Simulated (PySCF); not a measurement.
# ORD: SMILES C[C@H]1[CH2][GeH2][Ge@H]1[Br], C₃H₉BrGe₂

Molfile (atoms numbered from 1):
```
C3H9BrGe2
     RDKit          3D

 15 15  0  0  0  0  0  0  0  0999 V2000
   -1.5673   -0.1128   -0.7897 C   0  0  0  0  0  0  0  0  0  0  0  0
   -0.6895   -0.4493    0.4063 C   0  0  1  0  0  0  0  0  0  0  0  0
    0.5638   -1.2227   -0.0155 C   0  0  0  0  0  0  0  0  0  0  0  0
    1.9506    0.2165   -0.2690 Ge  0  0  0  0  0  4  0  0  0  0  0  0
    0.2059    1.2543    1.1234 Ge  0  0  1  0  0  4  0  0  0  0  0  0
   -0.9239    3.2247    0.6524 Br  0  0  0  0  0  0  0  0  0  0  0  0
   -1.9645   -1.0186   -1.2479 H   0  0  0  0  0  0  0  0  0  0  0  0
   -2.4076    0.5159   -0.4933 H   0  0  0  0  0  0  0  0  0  0  0  0
   -0.9882    0.4241   -1.5452 H   0  0  0  0  0  0  0  0  0  0  0  0
   -1.2757   -0.9992    1.1451 H   0  0  0  0  0  0  0  0  0  0  0  0
    0.3837   -1.8362   -0.8968 H   0  0  0  0  0  0  0  0  0  0  0  0
    0.8912   -1.8931    0.7828 H   0  0  0  0  0  0  0  0  0  0  0  0
    3.3750   -0.1237    0.1563 H   0  0  0  0  0  0  0  0  0  0  0  0
    2.1112    0.6795   -1.7111 H   0  0  0  0  0  0  0  0  0  0  0  0
    0.3306    1.3486    2.6803 H   0  0  0  0  0  0  0  0  0  0  0  0
  1  2  1  0
  2  3  1  0
  3  4  1  0
  4  5  1  0
  5  6  1  0
  5  2  1  0
  1  7  1  0
  1  8  1  0
  1  9  1  0
  2 10  1  1
  3 11  1  0
  3 12  1  0
  4 13  1  0
  4 14  1  0
  5 15  1  1
M  END
```

Level of theory: TDDFT PBE0/def2-SVPD circular dichroism and optical rotation, one conformer, gas phase in PySCF 2.14.0. Geometry: GFN2-xTB.

The calculation is non-relativistic, which matters for the atoms heavier than Zn.

Stereocentres: C2 S, Ge5 S.

Give the optical rotatory dispersion at 633, 589.3, 546, 436, 405, 365, 355 nm.

[α] in deg dm⁻¹ (g/mL)⁻¹:
| λ (nm) | origin-invariant length gauge | modified velocity gauge | length gauge (centre of mass) | isotropic polarisability (au) |
| --- | --- | --- | --- | --- |
| 633 | -87.2 | -92.2 | -86.5 | 128.5 |
| 589.3 | -104.2 | -110.1 | -103.4 | 129.3 |
| 546 | -126.9 | -133.9 | -126.0 | 130.3 |
| 436 | -240.1 | -252.0 | -238.4 | 134.4 |
| 405 | -303.9 | -318.1 | -301.8 | 136.4 |
| 365 | -438.1 | -456.7 | -435.3 | 140.1 |
| 355 | -487.3 | -507.3 | -484.2 | 141.3 |

And for the mirror image at 589.3 nm?

+104.2 deg dm⁻¹ (g/mL)⁻¹ (origin-invariant length gauge): the same size and the opposite sign.

What is the molar rotation [Φ] = [α]·M/100 of the geometry above at 589.3 nm?

With M = 270.27 g/mol, -281.6 deg cm² dmol⁻¹ (origin-invariant length gauge).

The first excitation lies at 5.10 eV (243 nm) with R = -11.3 × 10⁻⁴⁰ esu² cm² (velocity form).
